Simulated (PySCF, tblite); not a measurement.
Isomers of C3H2F3P, one GFN2-xTB conformer each. Single-point energies are computed at PBE0/pcSseg-1 (PySCF, gas phase, no added dispersion term), electronic only.

```
       SMILES  GFN2-xTB relative energy (kcal/mol)
 FC(F)(F)CC#P                                  0.0
C=C=PC(F)(F)F                                 18.7
```

**Question.** What does PBE0/pcSseg-1 give for the same structures?

**Answer.** 
| SMILES | PBE0/pcSseg-1 E (Eh) | PBE0/pcSseg-1 (kcal/mol) | GFN2-xTB (kcal/mol) | point group |
| --- | --- | --- | --- | --- |
| FC(F)(F)CC#P | -755.77022 | 0.0 | 0.0 | Cs |
| C=C=PC(F)(F)F | -755.73659 | 21.1 | 18.7 | Cs |

Both levels put the same isomer lowest. As drawn, the higher has cumulated double bonds and a C=C bond outside aromatic rings, which the lower lacks.

**Question.** Which frontier levels, dipoles and rotational constants go with these structures?

**Answer.** 
| SMILES | HOMO (eV, PBE0/pcSseg-1) | LUMO (eV) | dipole (D) | A, B, C (MHz) |
| --- | --- | --- | --- | --- |
| FC(F)(F)CC#P | -8.04 | -1.59 | 1.92 | 5115, 1139, 1119 |
| C=C=PC(F)(F)F | -8.01 | -2.11 | 2.62 | 3756, 1584, 1395 |

**Question.** What happens when harmonic zero-point energies from GFN2-xTB frequencies are added?

**Answer.** 
| SMILES | ZPE (kcal/mol) | electronic (kcal/mol) | with ZPE (kcal/mol) |
| --- | --- | --- | --- |
| FC(F)(F)CC#P | 28.9 | 0.0 | 0.0 |
| C=C=PC(F)(F)F | 26.9 | 21.1 | 19.2 |

The zero-point energies span 2.0 kcal/mol. The order is unchanged.
